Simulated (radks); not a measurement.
The numbers below are computed, except where a source is named.
Dipole-allowed excitations along the series with 18 electrons in [Ar]. Code: a radial shooting solver on a logarithmic mesh with Libxc functionals. Model: non-relativistic Kohn-Sham, exchange-only LDA, spin-polarised, spherical densities, point nucleus. Time-dependent linear response with the Hartree and adiabatic exchange-only LDA kernel, continuum included through the Sternheimer equations. Lines are the poles of the dipole polarisability below minus the highest occupied eigenvalue, found on a grid refined at the orbital gaps; the lowest seven at most are given, and weak or close lines can be missed. The first line takes the name of the lowest orbital gap if no other gap lies below it; otherwise a line is named after a gap within 0.6 % of it, if that gap stands alone.

species	-e(HOMO) (eV)	lowest orbital gap (eV)	first line (eV)	f	static alpha (bohr^3)
Co9+	258.08	3p-3d 58.038	76.387 (3p-3d)	2.64	0.4036
Ni10+	301.50	3p-3d 62.155	81.578 (3p-3d)	2.45	0.3298
Cu11+	347.99	3p-3d 66.237	86.706 (3p-3d)	2.29	0.2731
Zn12+	397.54	3p-3d 70.290	91.784 (3p-3d)	2.15	0.2288
Ga13+	450.15	3p-3d 74.318	96.819 (3p-3d)	2.03	0.1937
Ge14+	505.81	3p-3d 78.325	101.82 (3p-3d)	1.92	0.1654
